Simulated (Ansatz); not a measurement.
CH6OSSn (`[CH3][SnH]([OH])[SH]`), relaxed with RKS PBE0-D4/def2-TZVP in Ansatz 0.2.0 from a PBE-D4/def2-SVP geometry. The force threshold is 0.005 eV/Å; the program also tests the step.

The species carries charge 0 and has multiplicity 1. Sn takes the def2 core potential.

Start:

```xyz
10

C    -0.821    1.191   -0.402
Sn   -0.094   -0.797    0.070
O     0.763   -0.791    1.900
S     1.713   -1.443   -1.428
H    -1.279    1.176   -1.409
H    -1.575    1.513    0.343
H     0.031    1.896   -0.394
H    -1.279   -2.061   -0.036
H     0.150   -0.401    2.552
H     2.392   -0.283   -1.195
```

Problem. By how much does the energy fall, and how many steps does the optimiser take? (Best estimate.)

Solution. Computed: 0.18 eV, in 38 steps, 7 of them rejected.

Problem. Which bonds change most? (Estimate.)

Solution. Ansatz gave: Sn2–O3 from 2.021 to 1.968 Å; C1–Sn2 from 2.168 to 2.121 Å; Sn2–S4 from 2.434 to 2.405 Å; Sn2–H8 from 1.736 to 1.709 Å.

Problem. Give the relaxed structure. (Best estimate.)

Solution. Ansatz gave: 
```xyz
10

C    -0.930    1.194   -0.477
Sn   -0.166   -0.699    0.097
O     0.401   -0.397    1.958
S     1.767   -1.358   -1.174
H    -1.232    1.176   -1.523
H    -1.788    1.442    0.149
H    -0.153    1.944   -0.333
H    -1.228   -2.036    0.023
H     0.959   -1.100    2.299
H     2.370   -0.168   -1.018
```
